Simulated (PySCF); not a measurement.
Molecule: sum formula H3SiSO3, charge 0, multiplicity 2. It need not be the lowest isomer of its formula. SMILES: O[Si](O)(O)[S]
Coordinates optimised at B3LYP-D3(BJ)/def2-TZVP (Ansatz):
```
Si
O 1 1.6316
H 2 0.9620 1 116.96
O 1 1.6336 2 106.04 3 -16.67
H 4 0.9604 1 118.61 2 177.04
O 1 1.6398 2 115.28 3 101.58
H 6 0.9613 1 117.80 2 62.83
S 1 2.1264 2 107.01 3 -141.38
```
Charge 0, spin multiplicity 2.

Dispersion corrections to the total energy (kcal/mol) from the dftd3 and dftd4 libraries through PySCF: D3(BJ) without and D4 with the three-body term, each with the damping fitted for the functional named.

```
functional      D3(BJ)          D4
----------  ----------  ----------
B3LYP            -7.59  (withheld)
PBE0             -3.70       -3.95
B2PLYP           -3.72       -3.27
BHLYP            -6.28       -6.02
LC-wPBE          -4.16  (withheld)
BP86             -7.17       -6.37
HF          (withheld)      -16.19
```

Fill in the missing entries.


- B3LYP, D4: -7.66
- LC-wPBE, D4: -5.27
- HF, D3(BJ): -32.67
